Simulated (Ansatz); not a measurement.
Consider the atomization: `[SiH3][SiH]1BO1` → B• + 5 H• + O• + 2 Si•.

Calculated with Ansatz (gas phase, PBE0-D4/def2-TZVP geometries, no zero-point term in ΔE). CCSD(T)/CBS is the MP2 limit (def2-TZVPP, def2-QZVPP) plus CCSD(T) − MP2 in def2-TZVPP, frozen cores. This one scheme is used for every species, atoms too. DFT in def2-TZVPP. B3LYP here is the variant with VWN-RPA as its local correlation; programs differ in this. Open shells (•) are unrestricted, without spin–orbit coupling. Spin–orbit coupling would lower the free atoms: a little for B, O, Si.

| level | ΔE (kJ/mol) | difference from CCSD(T)/CBS |
| --- | --- | --- |
| BLYP-D4 | 2979.8 | -9.4 |
| r2SCAN-D4 | 3015.4 | 26.2 |
| B3LYP-D4 | 2990.4 | 1.2 |
| ωB97X-V | 3017.1 | 27.9 |
| B2PLYP | 2956.6 | -32.6 |
| PBE0 | 2959.3 | -29.9 |
| r2SCANh | 2990.2 | 1.0 |
| HF/def2-SVP | 2197.8 | -791.4 |
| CCSD/def2-SVP | 2760.3 | -228.9 |
| CCSD(T)/def2-SVP | 2794.1 | -195.1 |
| HF/def2-TZVPP | 2212.1 | -777.1 |
| CCSD/def2-TZVPP | 2863.6 | -125.6 |
| HF/def2-QZVPP | 2218.2 | -771.0 |
| MP2/def2-QZVPP | 2990.1 | 0.9 |
| SCS-MP2/def2-QZVPP | 2997.5 | 8.3 |
| CCSD/CBS(def2) | 2944.9 | -44.3 |
| CCSD(T)/CBS | 2989.2 | 0 |

**Question.** What do rigid-rotor, harmonic-oscillator terms from PBE0-D4/def2-TZVP frequencies (298.15 K, 1 bar) make of the CCSD(T)/CBS value? (Estimate.)

**Answer.** The calculation gave: ΔZPE = -130.9 kJ/mol, ΔH = +2894.7 kJ/mol, ΔS = 897 J/(mol·K), ΔG = +2627.4 kJ/mol. Open shells count their whole term as degenerate.

Largest T1 diagnostic among the species: 0.017.

The D4 term adds +29.0 kJ/mol with B3LYP and +15.2 kJ/mol with PBE0; it sums over pairs of atoms, weighted by their polarisabilities, and B3LYP, whose exchange is more repulsive, gets the larger term. In def2-TZVPP, CCSD(T) changes the Hartree–Fock value by +695.7 kJ/mol (the triples alone add +44.2 kJ/mol) and MP2 by +729.2 kJ/mol; breaking electron pairs costs correlation energy, which Hartree–Fock lacks. At CCSD(T), def2-SVP lies −195.1 kJ/mol from the extrapolated value and def2-TZVPP −81.3 kJ/mol: correlation converges slowly with the basis, and small sets miss more of it in the bonded molecule than in its fragments.

For atomizations the MP2-based limit and the directly extrapolated one differ by several kJ/mol either way, and by 10 to 25 for some Ge, Se and Sn compounds, so smaller differences from it don't rank the levels.
